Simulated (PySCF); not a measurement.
Compound: C5H10NO (doublet state).
Geometry (GFN2-xTB, Å), atoms numbered from 1 in this order:
```
atom  x, y, z in Å
C1     2.6909    0.6180    0.1359
N2     1.2755    0.5989   -0.1150
C3     0.4736   -0.4234    0.3292
O4     0.9478   -1.3680    0.9609
C5    -0.9285   -0.3202    0.0151
C6    -1.8209   -1.4099    0.4716
C7    -1.5141    0.8207   -0.7393
H8     2.9274   -0.2838    0.6990
H9     3.2553    0.6187   -0.8001
H10    2.9743    1.4962    0.7217
H11    0.8794    1.3654   -0.6294
H12   -1.2453   -2.1336    1.0432
H13   -2.6312   -1.0162    1.0896
H14   -2.2846   -1.9129   -0.3812
H15   -2.5849    0.6775   -0.8651
H16   -1.3566    1.7671   -0.2148
H17   -1.0651    0.9176   -1.7312
```

The hyperfine couplings belong to this conformer and change with its torsions.

As a line formula: `CNC(=O)[C](C)C` [radical].

The calculation used UKS B3LYP, pcH-1 on C H N O, non-relativistic, mean-field spin-orbit, GIAO (PySCF). The structure is a single GFN2-xTB conformer in the gas phase; no vibrational or solvent corrections. The geometry wasn't refined by DFT: couplings that depend on bond lengths, twists or pyramidal angles can differ widely from those at the functional's own minimum. No stability test was run, so a lower SCF solution isn't excluded.

Question: Break the g tensor into its mass correction, gauge correction and orbital-Zeeman/spin–orbit terms.

Answer: 
```json
{"Δg (ppm)": "relativistic mass correction", "1": "-169", "2": "-169", "3": "-169"}
{"Δg (ppm)": "gauge correction", "1": "-8", "2": "34", "3": "30"}
{"Δg (ppm)": "orbital Zeeman/spin–orbit", "1": "-22", "2": "1300", "3": "2267"}
{"Δg (ppm)": "total", "1": "-199", "2": "1166", "3": "2128"}
```

So g = 2.00212, 2.00349, 2.00445 and g_iso = 2.00335; the tensor is rhombic: the two nearest values differ by 41 % of g3 − g1. Axes: g2 points within 12° of the C5–C6 bond.

Question: What are the electron Larmor frequencies g μB B/h along the three axes at 3350 mT?

Answer: 93.8743, 93.9383, 93.9834 GHz for g1, g2 and g3, a range of 109.1 MHz.

Question: What effective moment and Curie constant follow for a powder?

Answer: With the mean of g² = 4.0134 and S(S+1) = 0.75: μ_eff = √(⟨g²⟩S(S+1)) = 1.735 μB and χT = 0.12505·⟨g²⟩·S(S+1) = 0.376 cm³ K/mol (cgs; spin-Hamiltonian part alone).

Question: How much does each term add to the isotropic shift?

Answer: The orbital-Zeeman/spin–orbit term 1182, the mass correction -169 and the gauge correction 19 ppm, for a total of 1032 ppm. The orbital-Zeeman/spin–orbit term is the largest in size. The mass correction is the same along every axis, so the anisotropy comes from the other two: their spans along these axes are 42 (gauge) and 2289 ppm (orbital Zeeman/spin–orbit).

Question: In a frozen sample, at which fields do the three g values resonate at 9.5, 34, 94 and 263 GHz (hyperfine left aside), and which band first spreads them over more than twice a line width of 0.3 mT?

Answer: 
| band | GHz | B(g3) mT | B(g2) mT | B(g1) mT | spread mT |
| --- | --- | --- | --- | --- | --- |
| X | 9.5 | 338.62 | 338.79 | 339.02 | 0.39 |
| Q | 34.0 | 1211.92 | 1212.50 | 1213.33 | 1.41 |
| W | 94.0 | 3350.59 | 3352.20 | 3354.49 | 3.89 |
| J | 263.0 | 9374.53 | 9379.03 | 9385.43 | 10.89 |

The spread grows in proportion to the frequency. Q band is the first where it exceeds 0.6 mT.

The largest Mulliken spin populations are on C5 (+0.85), O4 (+0.14), C6 (-0.07) and C7 (-0.07). The positive populations add up to 1.21 and the negative ones to -0.21, together 2S = 1. The angles at C5 add up to 360.0°, so it is planar.

The HOMO–LUMO gaps are 6.45 eV among the α and 4.16 eV among the β orbitals.
